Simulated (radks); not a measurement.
Ho22+, configuration [Kr] 4d8 5s1 (not the ground configuration). All-electron calculation, scalar-relativistic Kohn-Sham, PBEsol, spin-polarised, spherical densities, point nucleus; open shells are filled with parallel spins first (spin-orbit coupling, left out, can overturn this in heavy ions). Program: a radial shooting solver on a logarithmic mesh with Libxc functionals. Some entries of the table are withheld. Estimate them.

orbital,occ.,eigenvalue (eV),<1/r> (bohr^-1),r(max) (bohr)
1s up,1,-56136.68,76.05,0.01312
1s down,1,-56136.36,76.05,0.01312
2s up,1,-9943.864,17.68,0.07464
2s down,1,-9942.136,17.68,0.07464
2p up,3,-8884.771,16.38,0.06063
2p down,3,-8883.343,16.38,0.06062
3s up,1,-2736.146,6.532,0.2111
3s down,1,-2735.078,6.533,0.2112
3p up,3,-2412.559,6.115,0.2076
3p down,3,-2411.406,6.116,0.2076
3d up,5,-2003.648,5.797,0.1694
3d down,5,-2002.107,5.797,0.1695
4s up,1,-1020.402,2.925,0.4713
4s down,1,-1016.181,2.925,0.4713
4p up,3,-906.9013,2.729,0.4876
4p down,3,-902.6628,2.729,0.4876
4d up,5,-755.3659,(1),0.4918
4d down,3,-751.0586,(2),0.4917
5s up,1,-512.0704,1.536,(3)
5s down,0,-507.5283,1.533,(4)
5p up,0,(5),1.442,0.9630
5p down,0,(6),1.439,0.9644
6s up,0,-310.5197,0.9548,1.543

Answer. 
(1) 4d up <1/r> (bohr^-1): 2.513
(2) 4d down <1/r> (bohr^-1): 2.514
(3) 5s up r(max) (bohr): 0.9145
(4) 5s down r(max) (bohr): 0.9153
(5) 5p up eigenvalue (eV): -466.6149
(6) 5p down eigenvalue (eV): -462.1849
